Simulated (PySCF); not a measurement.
# CoCl: frontier orbitals

PBE0 at R = 2.105 Å; Co def2-TZVPP, Cl def2-TZVPP; no relativity (PySCF 2.14). State: ³Σ⁻ (triplet), unpaired electrons π ↑↑, a second solution, started from another occupation. Only the outer orbitals are listed, counted within each symmetry.

| spin | orbital | occ. | ε (eV) | on Co (%) | main shells (%) |
| --- | --- | --- | --- | --- | --- |
| α | 10σ | 1 | -10.09 | 40 | 58 Cl p, 35 Co d |
| α | 4π | 1 | -9.70 | 79 | 79 Co d, 21 Cl p |
| α | 4π | 1 | -9.70 | 79 | 79 Co d, 21 Cl p |
| α | 5π | 1 | -7.64 | 24 | 76 Cl p, 21 Co d |
| α | 5π | 1 | -7.64 | 24 | 76 Cl p, 21 Co d |
| α | 11σ | 1 | -7.32 | 74 | 60 Co d, 26 Cl p, 13 Co s |
| α | 1δ | 1 | -7.32 | 100 | 100 Co d |
| α | 1δ | 1 | -7.32 | 100 | 100 Co d |
| α | 12σ | 0 | -2.96 | 94 | 69 Co s, 23 Co p |
| α | 6π | 0 | 0.84 | 97 | 93 Co p |
| α | 6π | 0 | 0.84 | 97 | 93 Co p |
| β | 10σ | 1 | -9.66 | 25 | 73 Cl p, 20 Co d |
| β | 4π | 1 | -8.14 | 7 | 93 Cl p |
| β | 4π | 1 | -8.14 | 7 | 93 Cl p |
| β | 11σ | 1 | -6.44 | 88 | 69 Co d, 18 Co s, 12 Cl p |
| β | 1δ | 1 | -5.89 | 100 | 100 Co d |
| β | 1δ | 1 | -5.86 | 100 | 100 Co d |
| β | 12σ | 0 | -2.45 | 93 | 64 Co s, 22 Co p |
| β | 5π | 0 | -0.77 | 96 | 90 Co d |
| β | 5π | 0 | -0.77 | 96 | 90 Co d |

**Question.** Which are the highest filled and the lowest empty level, where do they sit, and how wide is the gap?

**Answer.** Highest filled β 1δ at -5.86 eV (in %: 100 Co d); lowest empty α 12σ at -2.96 eV (in %: 69 Co s, 23 Co p); the gap at PBE0 is 2.90 eV.

| Quantity | Value |
| --- | --- |
| bond order (Mayer) | 1.02 |
| ⟨S²⟩ | 2.024 |
| charge on Co (Mulliken, basis-dependent) | 0.47 |
| charge on Co (Löwdin, basis-dependent) | -0.03 |
| dipole moment (positive dipole means Co(−)Cl(+)) | -5.29 D |
